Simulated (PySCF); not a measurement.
H₃GeO₄, SMILES [O][Ge]([OH])([OH])[OH], doublet, PBE0/def2-SVP optimised geometry. Atoms within 1.6 Å of the plane z = 0.8 Å (x, y, z in Å): O1 (-1.46, 0.80, 0.00), Ge2 (-0.67, -0.80, 0.00), O4 (1.08, -0.80, 0.00), O5 (-1.16, -1.60, 1.47), H8 (-0.43, -2.08, 1.88).

Level of theory: unrestricted PBE0/def2-TZVP (PySCF 2.14.0).

Map of the log10 of the electron density (e/bohr³), floored at −4 on the plane z = 0.8 Å:

```
|000000000000000000000000000|
|000000000000000000000000000|
|000000000000000000000000000|
|000000011100000000000000000|
|000011222221000000000000000|
|000123333332110000000000000|
|001234455443221000000000000|
|012345666654321000000000000|
|012456777765432110000000000|
|023456788765433222211000000|
|023467888876543333322100000|
|023467788776544444443210000|
|023456777776655555554321000|
|012455677777666667665432000|
|012345667777776777776532100|
|012345677888777788876542100|
|002345678898877888876542100|
|002345789999877788876542100|
|002346789999876777776532100|
|012356789998776666665432000|
|002346789998765555554321000|
|002345778887655444433210000|
|001245667776554333322100000|
|000234556655443222110000000|
|000123344444332110000000000|
|000012233333221000000000000|
|000000112221100000000000000|
```
Scale: ten equal steps from -4.00 (start of '0') to -0.633 (end of '9'), in the order '0123456789'; x runs from -3.50 to 3.50, y from -3.50 (bottom) to 3.50 (top).
